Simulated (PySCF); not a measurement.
BH₄N, SMILES BN. The structure is a stationary point at B3LYP-D3(BJ)/def2-TZVP.

Computed with B3LYP-D3(BJ)/def2-TZVP (PySCF).

Harmonic wavenumbers (cm⁻¹): 630, 751, 857, 1018, 1141, 1158, 1366, 1650, 2579, 2656, 3577, 3664. Rotational constants (GHz): 139.6, 27.79, 23.18; symmetry number 2.

Q: Work out the zero-point energy and the ideal-gas rigid-rotor harmonic-oscillator thermochemistry at 298.15 K and 1 atm.

A: ZPE = ½ Σ hcν = ½ × 21048 cm⁻¹ = 125.89 kJ/mol. H − E(el) = 136.83 kJ/mol. Entropy in J/(mol K): translation 150.68, rotation 72.98, vibration 4.33, total 227.98. G − E(el) = 68.85 kJ/mol. Cp = 46.93 J/(mol K).
